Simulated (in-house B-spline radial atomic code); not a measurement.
A radial electron density 4πr²n(r) was computed for an atom or ion in its tabulated ground configuration with an all-electron radial atomic-structure program (B-spline basis); method: Dirac-Kohn-Sham B97-1, spherical fractional occupations, exact exchange averaged over the configuration. Columns: r (bohr), 4πr²n(r) (electrons per bohr), bar.

```
 0.00105    1.719 #
 0.00127    2.396 #
 0.00154     3.34 ##
 0.00187    4.639 ##
 0.00227    6.394 ###
 0.00275    8.711 #####
 0.00333    11.74 ######
 0.00404    15.67 ########
  0.0049     20.6 ###########
 0.00595    26.63 ##############
 0.00721    33.59 ##################
 0.00874    41.29 ######################
  0.0106    49.21 ##########################
  0.0129    56.61 ##############################
  0.0156    62.12 #################################
  0.0189    65.04 ###################################
  0.0229    64.78 ###################################
  0.0278    61.81 #################################
  0.0337    58.04 ###############################
  0.0409    56.38 ##############################
  0.0496    59.49 ################################
  0.0601     67.6 ####################################
  0.0729    77.29 #########################################
  0.0884    82.34 ############################################
   0.107    78.37 ##########################################
    0.13    67.22 ####################################
   0.158    57.85 ###############################
   0.191    58.07 ###############################
   0.232    65.16 ###################################
   0.281    66.97 ####################################
   0.341    55.23 ##############################
   0.413    35.98 ###################
   0.501    22.44 ############
   0.607    20.19 ###########
   0.737    22.15 ############
   0.893    20.12 ###########
    1.08    13.61 #######
    1.31    6.683 ####
    1.59    2.375 #
    1.93   0.5974 
    2.34   0.1014 
    2.84  0.01022 
    3.44 0.0005674
```

Question: Which atom or ion is it?
A. Sn8+
B. Sn7+
C. Sb7+
D. I8+

Answer: B. The area under the curve, ∫4πr²n dr = ∫r·4πr²n d(ln r) on this logarithmic grid, is 43 electrons, which only this option has. The configuration is [Kr] 4d7.
